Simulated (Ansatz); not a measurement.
Computed with Ansatz.

A structure relaxed at PBE0-D4/def2-TZVP, charge 0, multiplicity 1:

Cartesian coordinates in Å:
```
O 0.315 -0.210 -1.713
Mo 0.070 0.115 0.089
O -1.742 0.438 -0.137
O -0.175 -1.670 0.466
F 0.764 1.787 -0.348
F -0.281 0.871 1.763
Cl 2.230 -0.295 0.896
H 0.553 0.489 -2.332
H -2.260 0.759 0.611
H 0.527 -2.285 0.705
```

Task: Give its formula and SMILES.

Result: ClF2H3MoO3, `[OH][Mo]([OH])([OH])([F])([F])[Cl]`.

Task: Summarise the bond lengths by kind.

Result: 3 × Mo–O 1.841 to 1.854 Å; 3 × H–O 0.963 to 0.965 Å; 2 × F–Mo 1.863 to 1.870 Å; 1 × Cl–Mo 2.342 Å.
